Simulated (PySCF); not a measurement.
Al(Cl) cation (AlCl), SMILES [Al][Cl] (connectivity only; charge and spin as stated), charge +1, multiplicity 2.

Coordinates come from a PBE0-D3(BJ)/def2-TZVPD optimisation. The multiplicity is an assumed one; other spin states were not compared.

The numbers are results of C-PCM-PBE0/def2-TZVPD run with PySCF, not measurements.

The values are the electrostatic part of the solvation free energy, E(continuum) − E(gas) at the gas-phase geometry, in a cavity of scaled van der Waals radii (PySCF's table); cavitation and dispersion terms are not included. A continuum can't describe solvent molecules that bind to the metal.

Computed values in water (ε = 78.36), dichloromethane (ε = 8.93), diethylether (ε = 4.24):
```
solvent              ε  ΔG(elec) (kcal/mol)
---------------  -----  -------------------
water            78.36                -75.7
dichloromethane   8.93                -67.8
diethylether      4.24                -58.1
```
